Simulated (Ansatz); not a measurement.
A CCSD(T) single point on C₄H₆F₂Si (`C=C[Si](F)(F)C=C`).

```yaml
crystal:
  periodic: [false, false, false]
  atoms:
    - {symbol: C, position_ang: [-0.318370, -2.570346, 0.530646]}
    - {symbol: C, position_ang: [0.279321, -1.555701, -0.089629]}
    - {symbol: Si, position_ang: [-0.559813, 0.053449, -0.397181]}
    - {symbol: F, position_ang: [-2.073734, -0.098774, 0.074544]}
    - {symbol: F, position_ang: [-0.584087, 0.359425, -1.960330]}
    - {symbol: C, position_ang: [0.210807, 1.501741, 0.437512]}
    - {symbol: C, position_ang: [0.734478, 2.523685, -0.235452]}
    - {symbol: H, position_ang: [-1.347377, -2.502191, 0.870799]}
    - {symbol: H, position_ang: [0.190214, -3.511078, 0.721589]}
    - {symbol: H, position_ang: [1.313462, -1.676740, -0.407868]}
    - {symbol: H, position_ang: [0.260609, 1.514597, 1.525042]}
    - {symbol: H, position_ang: [0.713830, 2.560337, -1.320547]}
    - {symbol: H, position_ang: [1.201160, 3.366996, 0.265673]}
basis:
  gaussian: {orbitals: def2-TZVPP}
correlation: {method: ccsd_t}
output: {orbitals: {seedname: orbitals}}
```

```sh
$ ansatz run in.yaml --threads 4 --pin off --events-out ev --progress --plain --max-ram 11315MiB
```

Log, shortened:

```
Functional definition: HF
1885 factors; integrals over basis functions are off by at most 1.1e-3 eV
mean field evaluation 1: about -17493.5706 eV, gradient 4.6e1 eV
mean field evaluation 2: about -17493.8952 eV, gradient 4.7e1 eV
mean field evaluation 4: about -17498.4196 eV, gradient 4.6e0 eV
mean field evaluation 8: about -17498.4914 eV, gradient 1.9e-1 eV
mean field -17498.49151173 eV, -643.0577021525 hartree, gradient 1.9e-6 eV, S^2 0.000000; 0 other end points of the search recorded, 0 dependent functions left out
11 core orbitals not correlated: weight in the atoms' cores, before any rotation towards them, 1.000 or more for the frozen orbitals, at most 0.000 for the correlated occupied ones
reference -17498.49151173 eV, -643.0577021525 hartree; 20, 20 occupied and 281, 281 virtual orbitals, 1885 factors
second order -33.95497676 eV of doubles, -0.00000000 eV of singles
cycle   1  -34.14600014 eV  change   -1.9e-1 eV  update   1.2e-1
cycle   2  -34.90562416 eV  change   -7.6e-1 eV  update   3.7e-2
cycle   3  -35.09034291 eV  change   -1.8e-1 eV  update   1.9e-2
cycle   4  -35.07556214 eV  change    1.5e-2 eV  update   4.9e-3
cycle   5  -35.07410339 eV  change    1.5e-3 eV  update   2.0e-3
cycle   6  -35.07576025 eV  change   -1.7e-3 eV  update   5.8e-4
cycle   7  -35.07575285 eV  change    7.4e-6 eV  update   2.2e-4
cycle   8  -35.07562134 eV  change    1.3e-4 eV  update   6.9e-5
cycle   9  -35.07564621 eV  change   -2.5e-5 eV  update   2.9e-5
perturbative correction -1.36663474 eV, -0.0502229005 hartree
Total energy: -17534.93379268 eV, -644.3969312761 hartree
```

Run time 22 min (4 threads of an Arm Neoverse V2 on a shared host); peak host memory 5 GiB.

Correlation energy per correlated electron: -0.911 eV. T1 diagnostic: 0.0120.
